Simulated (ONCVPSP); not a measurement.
An all-electron radial function and its pseudo partner (Tc)

Columns: radius, all-electron u(r) and pseudo u(r) of the 4p shell (level -52.76 eV) of technetium in the configuration [Ar] 3d10 4s2 4p6 4d5 5s1; BLYP, scalar-relativistic, ONCV scheme, ONCVPSP 4.0.1.

```csv
r (bohr),all-electron,pseudo
0.093,0.3334,0.0153
0.185,-0.1883,0.0612
0.278,-0.5394,0.1400
0.370,-0.4730,0.2493
0.463,-0.1664,0.3868
0.555,0.1977,0.5388
0.648,0.5267,0.6937
0.740,0.7736,0.8314
0.833,0.9378,0.9403
0.925,1.0249,1.0088
1.018,1.0519,1.0355
1.110,1.0342,1.0237
1.203,0.9858,0.9810
1.295,0.9194,0.9178
1.388,0.8423,0.8420
1.480,0.7623,0.7623
1.573,0.6820,0.6820
1.665,0.6059,0.6059
1.758,0.5340,0.5340
1.850,0.4686,0.4686
1.943,0.4088,0.4088
2.035,0.3557,0.3557
2.128,0.3081,0.3081
2.220,0.2665,0.2665
2.313,0.2295,0.2295
2.405,0.1976,0.1976
```

(1) How many radial nodes do the two functions have?

(2) At about which radius was the pseudo-wave matched?

(3) Is the pseudo-wave norm-conserving?

## Answers

(1) The all-electron 4p function has n − l − 1 = 2; the pseudo-wave has 0, since the states of the same l below it are removed with the core.

(2) 1.55 bohr. The columns agree to 0.0005 from 1.39 bohr on; several derivatives are matched, so the curves merge somewhat inside the radius.

(3) Yes: the ONCV scheme keeps the norm inside the radius equal to the all-electron one, which fixes the energy derivative of the logarithmic derivative at the level.
